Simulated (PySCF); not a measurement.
# [Bi3]3+ at several levels of theory

Computed with PySCF 2.14.0 (density fitting, no spin-orbit coupling) at the geometry relaxed with PBE:

```xyz
3
[Bi3]3+ (singlet)
Bi    0.0000    0.0000    2.9084
Bi    0.0000    0.0000    0.0000
Bi    0.0000    0.0000   -2.9084
```

```tsv
level	basis	state	HOMO (eV)	gap (eV)	charge on Bi1 (e)	dipole about the centre of mass (D)	largest force component (eV/Å)
PBE	Bi def2-SVP with ECP60	singlet	-19.48	0.76	1.26	0.00	0.00
r2SCAN	the same	singlet	-19.60	0.84	1.28	0.00	0.30
revPBE	the same	singlet	-19.38	0.76	1.26	0.00	0.10
B3LYP	the same	singlet	-19.90	1.47	1.28	0.00	0.13
TPSS	the same	singlet	-19.45	0.78	1.27	0.00	0.11
PBE	Bi def2-TZVP with ECP60	singlet	-19.44	0.79	1.25	0.00	0.18
```

Charges are Mulliken's, which hang on the basis. The relaxation used the grid (50, 194), these runs (75, 302) or, all-electron (x2c bases, spin-free X2C Hamiltonian), (99, 590).

Question: What does PBE with Bi x2c-SVPall give here?

Answer: state singlet, HOMO (eV) -19.56, gap (eV) 0.76, charge on Bi1 (e) 1.26, dipole about the centre of mass (D) 0.01, largest force component (eV/Å) 0.44. Time: 71 s on 2 threads of Arm Neoverse V1, on a shared host, from free ions and atoms.

In the first row's basis the gap widens with exact exchange: 0.8 eV for revPBE, PBE, TPSS, r2SCAN (none); 1.5 eV for B3LYP (a fixed share).

The gap of the closed shell is small, and it wasn't tested for a lower spin-broken solution at this geometry.

Small gap, closed shell not tested for a spin-broken solution: r2SCAN, revPBE, B3LYP, TPSS, PBE (small-core/TZVP), PBE (x2c-SVP).
